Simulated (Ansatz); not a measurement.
`N[BH][GeH]([OH])[F]` → `[F][GeH]` + `NBO`  (germylene formation by 1,1-elimination)

Isolated molecules relaxed with PBE0-D4/def2-TZVP in Ansatz; ΔE leaves out vibrations. CBS: MP2 limit from def2 TZ/QZ plus the TZ coupled-cluster correction, frozen cores. This one scheme is used for every species. Functionals use def2-TZVPP. B3LYP here is the variant with VWN-RPA as its local correlation; programs differ in this. For Ge outer-core shells are correlated without core-valence functions, which leaves a few kJ/mol of doubt a bond. Scalar relativity is left out up to krypton. One conformer a species, not always the lowest.

```json
{"level": "r2SCAN-D4", "ΔE (kJ/mol)": "56.9", "difference from CCSD(T)/CBS": "6.4"}
{"level": "B3LYP-D4", "ΔE (kJ/mol)": "27.7", "difference from CCSD(T)/CBS": "-22.8"}
{"level": "ωB97X-V", "ΔE (kJ/mol)": "53.5", "difference from CCSD(T)/CBS": "3.0"}
{"level": "ωB97M-V", "ΔE (kJ/mol)": "35.7", "difference from CCSD(T)/CBS": "-14.8"}
{"level": "B2PLYP", "ΔE (kJ/mol)": "35.7", "difference from CCSD(T)/CBS": "-14.8"}
{"level": "PBE0", "ΔE (kJ/mol)": "45.1", "difference from CCSD(T)/CBS": "-5.4"}
{"level": "B3LYP", "ΔE (kJ/mol)": "14.6", "difference from CCSD(T)/CBS": "-35.9"}
{"level": "HF/def2-TZVPP", "ΔE (kJ/mol)": "17.9", "difference from CCSD(T)/CBS": "-32.6"}
{"level": "MP2/def2-TZVPP", "ΔE (kJ/mol)": "68.7", "difference from CCSD(T)/CBS": "18.2"}
{"level": "SCS-MP2/def2-TZVPP", "ΔE (kJ/mol)": "56.8", "difference from CCSD(T)/CBS": "6.3"}
{"level": "CCSD/def2-TZVPP", "ΔE (kJ/mol)": "52.5", "difference from CCSD(T)/CBS": "2.0"}
{"level": "HF/def2-QZVPP", "ΔE (kJ/mol)": "15.1", "difference from CCSD(T)/CBS": "-35.4"}
{"level": "MP2/def2-QZVPP", "ΔE (kJ/mol)": "63.4", "difference from CCSD(T)/CBS": "12.9"}
{"level": "SCS-MP2/def2-QZVPP", "ΔE (kJ/mol)": "52.4", "difference from CCSD(T)/CBS": "1.9"}
{"level": "HF/CBS(def2)", "ΔE (kJ/mol)": "14.7", "difference from CCSD(T)/CBS": "-35.8"}
{"level": "CCSD/CBS(def2)", "ΔE (kJ/mol)": "45.0", "difference from CCSD(T)/CBS": "-5.5"}
{"level": "CCSD(T)/CBS", "ΔE (kJ/mol)": "50.5", "difference from CCSD(T)/CBS": "0"}
```

Largest T1 diagnostic among the species: 0.014.

In def2-TZVPP, CCSD(T) changes the Hartree–Fock value by +40.2 kJ/mol (the triples alone add +5.5 kJ/mol) and MP2 by +50.8 kJ/mol. The D4 term adds +13.1 kJ/mol with B3LYP and +7.1 kJ/mol with PBE0; it sums over pairs of atoms, weighted by their polarisabilities, and B3LYP, whose exchange is more repulsive, gets the larger term.
